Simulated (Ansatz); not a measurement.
Basis sets compared for (H3Sn)2CH2 (CH₈Sn₂). Total charge 0; singlet. Geometry PBE0-D4/def2-SVP. Ansatz on 4 threads of Intel Xeon on a shared host; times are rough, and most runs start from earlier orbitals.

Cartesian coordinates in Å:
```
Sn 1.435 0.481 -1.033
H 1.618 1.036 -2.648
H 1.911 1.726 0.048
H 2.433 -0.892 -0.787
C -0.617 -0.057 -0.655
Sn -1.076 -0.448 1.414
H 0.122 -1.479 2.083
H -2.611 -1.204 1.551
H -1.091 1.033 2.280
H -0.855 -0.954 -1.246
H -1.268 0.758 -1.008
```

In the def2 sets Sn takes a core potential; there is no spin–orbit coupling.

Binding counts from free atoms (Sn triplet, H doublet, C triplet) in the same basis, without a counterpoise term.

```csv
level,functions,energy (Eh),HOMO (eV),LUMO (eV),binding per atom (eV),wall time
PBE-D4/def2-SVP,106,-471.3333,-6.84,-0.69,2.73,1.1 s
PBE0-D4/def2-SVP,106,-471.3734,-7.96,0.08,2.73,2.1 s
```

(1) Estimate the rows for PBE-D4/def2-TZVP (with forces), PBE0-D4/def2-TZVP.

Answers

(1) 
| level | functions | energy (Eh) | HOMO (eV) | LUMO (eV) | binding per atom (eV) | wall time |
| --- | --- | --- | --- | --- | --- | --- |
| PBE-D4/def2-TZVP (with forces) | 179 | -471.4017 | -6.88 | -1.01 | 2.75 | 2.7 s |
| PBE0-D4/def2-TZVP | 179 | -471.4377 | -7.97 | -0.27 | 2.74 | 2.6 s |
